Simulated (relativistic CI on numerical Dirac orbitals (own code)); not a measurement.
# Cu4+: M2,3 absorption edge

Computed with this model: Dirac-Coulomb-Breit CI, KLI orbitals optimised for each configuration, model QED (radiative potential, 1s self-energy scaled to tabulated hydrogen-like ionisation energies), valence Slater integrals scaled by 0.8, multiplet model of core-to-valence dipole absorption; configurations [Ar] 3d7 → [Ne] 3s2 3p5 3d8; 300 K; Lorentzian 0.48 eV and Gaussian 0.3 eV FWHM. Energies are those of the free ion, without screening or charge transfer. The branching ratio is the share of the lower-energy edge in the whole absorption, uncertain by about 0.02 where the edges overlap. S is read from ⟨S²⟩ = S(S + 1).

Field parameters in Wybourne normalisation: Oh B⁴₀ = 21Dq, B⁴₄ = √(5/14) B⁴₀. The field is a parameter set, without covalency.

free ion: ground-state S = 1.50, centroid 77.73 eV. Peaks (eV, height): 71.1 (19), 71.8 (8), 75.6 (16), 76.7 (100), 77.9 (48), 81.0 (86).

Oh, 10Dq = 5000 cm⁻¹: ground-state S = 1.50, centroid 77.91 eV. Peaks (eV, height): 71.6 (19), 76.0 (15), 77.1 (100), 78.2 (52), 81.4 (66).

Oh, 10Dq = 11300 cm⁻¹: ground-state S = 1.50, centroid 78.12 eV. Peaks (eV, height): 71.2 (7), 72.3 (18), 77.6 (100), 78.6 (49), 82.2 (38).

Oh, 10Dq = 17550 cm⁻¹: ground-state S = 1.50, centroid 78.33 eV. Peaks (eV, height): 71.2 (10), 72.9 (18), 78.0 (100), 78.9 (47), 82.2 (13), 83.2 (22).

Oh, 10Dq = 23850 cm⁻¹: ground-state S = 0.98, centroid 80.83 eV. Peaks (eV, height): 71.1 (8), 72.2 (10), 74.4 (18), 74.8 (17), 75.4 (15), 76.5 (11), 78.4 (100), 79.3 (64), 81.5 (11), 82.9 (27), 83.8 (18), 85.2 (27), 86.2 (19), 86.8 (29), 90.1 (24).

Oh, 10Dq = 30150 cm⁻¹: ground-state S = 0.54, centroid 83.47 eV. Peaks (eV, height): 72.8 (11), 73.4 (7), 74.8 (25), 76.1 (43), 76.7 (35), 77.6 (26), 79.3 (67), 80.3 (66), 81.4 (59), 82.9 (40), 83.3 (38), 84.4 (37), 86.0 (100), 87.2 (92), 88.1 (80), 89.6 (15), 91.3 (55), 93.3 (9).

Strongest unbroadened transitions for Oh, 10Dq = 17550 cm⁻¹:

```tsv
Energy (eV)	Relative strength
71.16	7.4
71.18	9.8
72.89	28.4
73.28	14.6
77.79	11.3
77.93	76.5
78.09	100.0
78.16	9.4
78.52	10.5
78.87	7.4
78.93	34.1
79.08	15.7
79.27	8.3
82.20	8.1
82.64	7.5
83.06	17.1
83.26	8.7
83.38	18.3
```
